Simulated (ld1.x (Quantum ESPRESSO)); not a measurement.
## Transferability test, ultrasoft potential for Eu (Z = 63)

europium, ultrasoft, made with ld1.x (Quantum ESPRESSO) 7.5 (BLYP, scalar-relativistic). Core [Kr] 4d10 4f6, reference 5s2 5p6 5d1 6s1 6p1. Waves: 5s (bound): rcut 2.10, rcutus 2.65 bohr; 6s (bound): rcut 2.10, rcutus 2.65 bohr; 5p (bound): rcut 2.75, rcutus 3.25 bohr; 6p (bound): rcut 2.75, rcutus 3.25 bohr; 5d (bound): rcut 2.80, rcutus 3.05 bohr; 5d channel at 1.1 Ry: rcut 2.80, rcutus 3.05 bohr. Local part: all-electron potential smoothed inside 3.05 bohr (lloc = -2). Core correction: Bessel-smoothed model core, default radius (core density twice the valence density). Augmentation charge: PSQ, inside the norm-conserving radii.

Energies are relative to the spin-unpolarised reference configuration 5s2 5p6 5d1 6s1 6p1; without spin polarisation the order of configurations can differ from experiment. Not all tests gave a result: test run stopped at test 5 of 7 (negative rho).

```json
{"valence configuration": "5s2 5p6 5d1 6s2 6p0", "charge": "0", "ΔE all-electron (eV)": "-2.829", "error AE − PS (meV)": "-0.7"}
{"valence configuration": "5s2 5p6 5d1 6s1 6p0", "charge": "+1", "ΔE all-electron (eV)": "3.645", "error AE − PS (meV)": "-2.3"}
{"valence configuration": "5s2 5p6 5d1 6s0 6p0", "charge": "+2", "ΔE all-electron (eV)": "15.680", "error AE − PS (meV)": "-18"}
```

(1) What are ΔE and the potential's error for 5s2 5p6 5d1 6s0 6p1?

Levels in the configuration 5s2 5p6 5d1 6s0 6p0:

```
level  all-electron (eV)  pseudo (eV)
   5s            -61.705      -61.813
   5p            -40.028      -40.119
   5d            -15.140      -15.173
```

Results:

(1) ΔE = 7.192 eV all-electron; the error (AE − PS) is -5.3 meV.
